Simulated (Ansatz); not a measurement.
ITl (SMILES [I][Tl]), singlet, at a GFN2-xTB geometry (such geometries of metal compounds can be far from the true shape) (core potentials on I, Tl). Base run: Ansatz (a quantum-chemistry and plane-wave program) with PBE/def2-TZVP.

Geometry (Å):
```xyz
2

Tl     0.0000     0.0000    -1.1164
I      0.0000     0.0000     1.7063
```
Charge 0, spin multiplicity 1.
All else is at Ansatz's defaults.

The base run was repeated with changes; each row names its change, and settings that it needs were set with it.

```json
[
 {"change": "base", "basis functions": "100", "E (Eh)": "-470.33618"},
 {"change": "basis = def2-SVP", "basis functions": "52", "E (Eh)": "-470.32039"},
 {"change": "basis = def2-SV(P)", "basis functions": "52", "E (Eh)": "-470.32039"},
 {"change": "basis = def2-SVPD", "basis functions": "67", "E (Eh)": "-470.32289"},
 {"change": "basis = def2-TZVPP", "basis functions": "100", "E (Eh)": "-470.33618"},
 {"change": "basis = def2-TZVPD", "basis functions": "115", "E (Eh)": "-470.33649"},
 {"change": "basis = def2-QZVP", "basis functions": "164", "E (Eh)": "-470.33791"},
 {"change": "basis = def2-QZVPP", "basis functions": "164", "E (Eh)": "-470.33791"}
]
```

Totals compare only among sets that treat the same electrons; sets with core potentials leave the core out.
